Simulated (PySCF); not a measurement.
## Where the electron goes

Species: C7H6N2Se.
Cartesian coordinates in Å at the PBE0-D3(BJ)/def2-SVP level; atoms count from 1:
```
atom  x, y, z in Å
N1     3.569   -1.343    0.043
C2     2.569   -0.774   -0.115
C3     1.320   -0.108   -0.306
C4     1.333    1.213   -0.590
Se5   -0.141    2.310   -0.916
C6    -1.503    0.920   -0.854
C7    -1.171   -0.152    0.188
C8    -2.316   -1.048    0.342
N9    -3.228   -1.754    0.442
C10    0.083   -0.960   -0.165
H11    2.286    1.747   -0.641
H12   -2.441    1.434   -0.606
H13   -1.607    0.472   -1.852
H14   -1.013    0.341    1.163
H15    0.257   -1.714    0.617
H16   -0.092   -1.525   -1.096
```

Computed with TDDFT wB97X-D/def2-SVPD, vertical, gas phase, core orbitals frozen in the response (PySCF 2.14.0, density-fitted response routines). The wB97X-D/def2-SVPD calculation is non-relativistic and has no spin–orbit coupling, an omission that weighs most on selenium.

Kohn–Sham orbitals with the atoms that hold most of them (Löwdin shares over 4%, at most four atoms; ? is withheld):

| orbital | ε (eV) | atoms |
| --- | --- | --- |
| HOMO-3 | -11.71 | N1 27%, C2 20%, N9 20%, C8 14% |
| HOMO-2 | -11.61 | Se5 30%, N9 16%, C8 12%, C6 11% |
| HOMO-1 | -11.24 | ? |
| HOMO | -8.76 | Se5 46%, C3 16%, C4 13%, N1 8% |
| LUMO | ? | ? |
| LUMO+1 | 0.73 | Se5 58%, C6 10%, C4 6%, N9 5% |
| LUMO+2 | 1.32 | Se5 62%, C4 6%, C6 6% |

(1) Which atoms hold the HOMO-1, and with what shares?

(2) Which atoms hold the LUMO, and with what shares?

(3) What is the LUMO energy, and the HOMO–LUMO gap?

Answers

(1) C4 (bonded to C, Se and H) 24%; Se5 (bonded to 2 C) 24%; N1 (bonded to C) 16%; C2 (bonded to C and N) 11%. By element: carbon 35% or more, selenium 24%, nitrogen 16% or more.

(2) C4 (bonded to C, Se and H) 30%; C3 (bonded to 3 C) 20%; Se5 (bonded to 2 C) 13%; N1 (bonded to C) 12%. By element: carbon 50% or more, selenium 13%, nitrogen 12% or more.

(3) ε(LUMO) = -0.14 eV; the gap is 8.62 eV (0.3169 hartree).

Task: The HOMO–LUMO gap is 8.62 eV. Where does the response calculation put the lowest singlet, and from which orbitals?

Result: S1 is at 4.73 eV (f = 0.183), 3.89 eV below the gap, made of HOMO→LUMO (67%), HOMO→LUMO+1 (26%). Without the coupling terms of the response equations the lowest excitation would equal the gap.

Next come S2 at 4.92 eV (f 0.142), HOMO→LUMO+1 (60%), HOMO→LUMO (29%); S3 at 5.96 eV (f 0.016), HOMO→LUMO+2 (76%); S4 at 6.30 eV (f 0.041), HOMO→LUMO+3 (79%); S5 at 6.54 eV (f 0.0029), HOMO-3→LUMO (37%), HOMO-2→LUMO (21%), HOMO-4→LUMO (13%).

Löwdin shares depend on the basis, the more so with diffuse functions.

One conformer stands for the species.
